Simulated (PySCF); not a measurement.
Gas-phase reaction: Ga₂H₆ + 2 NH₂ + H₂ ⇌ 2 GaH₃.NH₃. Level: PBE0/def2-TZVP; standard pressure 1 bar.

Computed with PySCF and rigid-rotor harmonic-oscillator thermochemistry at 1 bar. Open shells (unrestricted): NH₂ (multiplicity 2); the rest are closed-shell singlets. Ga: all electrons, no relativistic terms. Adducts (GaH₃.NH₃) have no counterpoise correction, and HF, PBE, BLYP, B3LYP and PBE0 lack dispersion. Ga₂H₆, GaH₃.NH₃: computed as isolated molecules; such fragments, hydroxides, amides, oligomers or adducts are transient or little studied in the gas. The harmonic model lacks anharmonicity and excited electronic states, which grow with temperature; levels with a mode under 35 cm⁻¹ are left out. Soft modes under 120 cm⁻¹ make the harmonic entropy rough for GaH₃.NH₃.

| T (K) | 1000/T (1/K) | log10 K |
|---|---|---|
| 1200 | 0.8333 | 9.19 |
| 1400 | 0.7143 | 5.99 |
| 1600 | 0.6250 | 3.61 |
| 1800 | 0.5556 | ? |
| 2000 | 0.5000 | 0.32 |
| 2500 | 0.4000 | -2.26 |

Task: Fit log10 K = a + b·(1000/T) to the five rows, get the mean ΔH° and ΔS°, and predict log10 K at 1800 K.

Result: Means: 1000/T = 0.6145, log10 K = 3.370. Sums of products about the means: Sxy = 3.09427, Sxx = 0.117064, so b = Sxy/Sxx = 26.43 and a = 3.370 − (26.43)×0.6145 = -12.87.
ΔH° = −R ln 10 × 1000 K × b = −19.145 × (26.43) = -506 kJ; ΔS° = R ln 10 × a = -246 J/K. The run's own values go from -515 kJ and -253 J/K at 1200 K to -488 kJ and -238 J/K at 2500 K.
Prediction at 1800 K: -12.87 + (26.43)×0.5556 = 1.81. The computed value is 1.78, 0.03 from the line.
For scale, ΔH°(298 K) is -516 kJ at this level, -536 kJ at ωB97M-V/def2-TZVP†, and runs from -641 to -380 kJ over the 19 levels computed († marks an energy on the PBE0/def2-TZVP geometry).
